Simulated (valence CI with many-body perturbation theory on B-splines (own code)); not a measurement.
## Rb IV: magnetic and hyperfine properties of the levels

Computed by relativistic CI+MBPT: six valence electrons over a frozen Dirac-Fock core [Ar] 3d10, a basis of 9 s, 9 p, 8 d, 6 f, 3 g, 1 h functions for each j, with the one-electron correlation potential Σ1, the two-electron term Σ2, the three-electron term Σ3, Breit, model QED; selected CI, second order for the rest, scaled by the run's own slope (own B-spline code, finite nucleus).

Set against measurement, 34 paired levels are off by 311 cm⁻¹ on average, the worst by 610. Among the levels kept, up to 1700 cm⁻¹ of a level comes from second order outside the variational space, and about a tenth of that is noise between levels of different J, which matters for small intervals.

A/g_I is the dipole constant over the nuclear g factor μ/I (μ in nuclear magnetons, uniformly magnetised nucleus), B/Q the quadrupole constant per barn. Both hold the static response of the core; the bare values leave it out. Large factors of s and p1/2 electrons are usually good to 5 to 10 %; those of open d and f shells near neutrality can be off by tens of per cent, and small factors of p3/2, d and f electrons come from cancelling terms and can be off by a factor of two or in sign, in half-filled shells by more. B is blank for J = 1/2, where it vanishes, and for nearly pure S terms. Energies count from the lowest level. Levels with J = 0 are left out.

Names give the largest LS component (configuration and term), which can be under half, so a name can repeat, a term be missing and a line seem to break the LS rules; names also repeat where a configuration has a term twice. Letters in brackets count levels of one name in rising energy.

| Level | E (cm⁻¹) | g | A/g_I (MHz) | A/g_I bare | B/Q (MHz/b) | B/Q bare |
| --- | --- | --- | --- | --- | --- | --- |
| 4s²4p⁴ ³P_2 | 0.0 | 1.476 | 1350 | 1170 | 2190 | 1950 |
| 4s²4p⁴ ³P_1 | 6245 | 1.501 | -175 | -230 | -1220 | -1080 |
| 4s²4p⁴ ¹D_2 | 17410 | 1.025 | 2750 | 2530 | -4680 | -4160 |
| 4s4p⁵ ³P°_2 | 134635 | 1.501 | 7280 | 6680 | -2190 | -1950 |
| 4s4p⁵ ³P°_1 | 139266 | 1.493 | 6580 | 6020 | 1140 | 1010 |
| 4s4p⁵ ¹P°_1 | 167736 | 1.008 | 4160 | 3840 | -1800 | -1580 |
| 4s²4p³4d ⁵D°_1 | 170309 | 1.495 | 63.4 | -7.91 | -107 | -72.5 |
| 4s²4p³4d ⁵D°_2 | 170359 | 1.491 | 161 | 81.6 | -56.0 | -36.0 |
| 4s²4p³4d ⁵D°_3 | 170405 | 1.490 | 166 | 87.6 | 86.2 | 60.4 |
| 4s²4p³4d ⁵D°_4 | 170704 | 1.494 | 64.0 | -2.93 | 201 | 114 |
| 4s²4p³4d ³D°_2 [a] | 181086 | 1.103 | 619 | 551 | 353 | 295 |
| 4s²4p³4d ³D°_3 | 182540 | 1.320 | 70.2 | 25.2 | 1210 | 1050 |
| 4s²4p³4d ³D°_1 [a] | 183149 | 0.509 | 1940 | 1860 | 140 | 117 |
| 4s²4p³4d ³F°_2 [a] | 187091 | 0.745 | 1990 | 1850 | -2880 | -2560 |
| 4s²4p³4d ³F°_3 [a] | 188568 | 1.092 | 1600 | 1460 | -2740 | -2440 |
| 4s²4p³4d ³F°_4 [a] | 190467 | 1.236 | 1300 | 1180 | -2990 | -2670 |
| 4s²4p³4d ³G°_3 | 195383 | 0.783 | 912 | 863 | 1110 | 928 |
| 4s²4p³4d ³G°_4 | 196040 | 1.082 | 701 | 646 | 1750 | 1490 |
| 4s²4p³4d ³G°_5 | 197124 | 1.200 | 1330 | 1200 | 253 | 167 |
| 4s²4p³4d ¹G°_4 | 199284 | 1.017 | 1490 | 1370 | 279 | 194 |
| 4s²4p³5s ⁵S°_2 | 202873 | 1.984 | 2040 | 1780 |  |  |
| 4s²4p³4d ¹D°_2 | 205057 | 1.010 | 1170 | 1070 | 2110 | 1860 |
| 4s²4p³4d ³D°_1 [b] | 207037 | 0.522 | 334 | 362 | -640 | -578 |
| 4s²4p³5s ³S°_1 | 209608 | 1.901 | -1450 | -1530 | -86.7 | -74.9 |
| 4s²4p³4d ³D°_2 [b] | 210609 | 1.155 | 223 | 199 | -317 | -301 |
| 4s²4p³4d ³P°_1 | 211642 | 1.553 | -156 | -205 | -439 | -387 |
| 4s²4p³4d ³F°_3 [b] | 212513 | 1.076 | 1190 | 1080 | 1850 | 1600 |
| 4s²4p³4d ³F°_2 [b] | 213291 | 0.710 | 1590 | 1490 | 2260 | 1970 |
| 4s²4p³4d ³F°_4 [b] | 213361 | 1.224 | 700 | 628 | 1820 | 1560 |

Problem. Take the isotope of mass number 85, with I = 5/2, μ = 1.35306 μN and Q = 0.276 b. What is the hyperfine structure of 4s4p⁵ ³P°_2?

Solution. From the table A = 3940 MHz, B = -605 MHz. Shifts from the centre of gravity in MHz: F = 1/2: -28000, F = 3/2: -21800, F = 5/2: -11700, F = 7/2: 2230, F = 9/2: 19500.
